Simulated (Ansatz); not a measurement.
BeH-, closed-shell singlet (lowest of 2S+1 = 1, 3 at CCSD(T)/def2-TZVPP on PBE0 minima; our sources give no spin for the ground state, which may be another), most abundant isotopes (1.0078 and 9.0122 u). Constants from fifth-degree fits in 1/R to seven points on the lowest solution found; no spin–orbit coupling, no relativity up to Kr; ω_e x_e and α_e move by some per cent with the fit.

Cores are frozen in the correlated methods. CBS: X⁻³ extrapolation of the correlation energy, Hartree–Fock from the larger set.

Codes used: Ansatz (Gaussian orbitals). 

```json
[
 {"level": "PBE/def2-TZVPP", "r_e (Å)": "1.4466", "ω_e (cm⁻¹)": "1513.3", "ω_e x_e (cm⁻¹)": "47.9", "α_e (cm⁻¹)": "0.434"},
 {"level": "CCSD(T)/CBS(aug-cc-pVQZ, aug-cc-pV5Z)", "r_e (Å)": "1.4180", "ω_e (cm⁻¹)": "1644.6", "ω_e x_e (cm⁻¹)": "49.7", "α_e (cm⁻¹)": "0.430"}
]
```

Task: Predict ω_e, ω_e x_e, B_e and the fall in zero-point energy on putting deuterium (2.014102 u) for H, at CCSD(T)/CBS(aug-cc-pVQZ, aug-cc-pV5Z).

Result: 
The curve stays; ρ = √(μ_H/μ_D) = √(0.90646/1.64620) = 0.74205. ω_e scales with ρ: 1220 cm⁻¹; ω_e x_e and B_e with ρ²: 27.4 and 5.093 cm⁻¹. The zero-point energy falls by 207 cm⁻¹, by which D₀ of the deuteride is larger.

Doubts at one or more of the structures used: a restricted determinant that unrestricted orbitals would lower (CCSD(T)/CBS(aug-cc-pVQZ, aug-cc-pV5Z)).

Ansatz is an electronic-structure program.
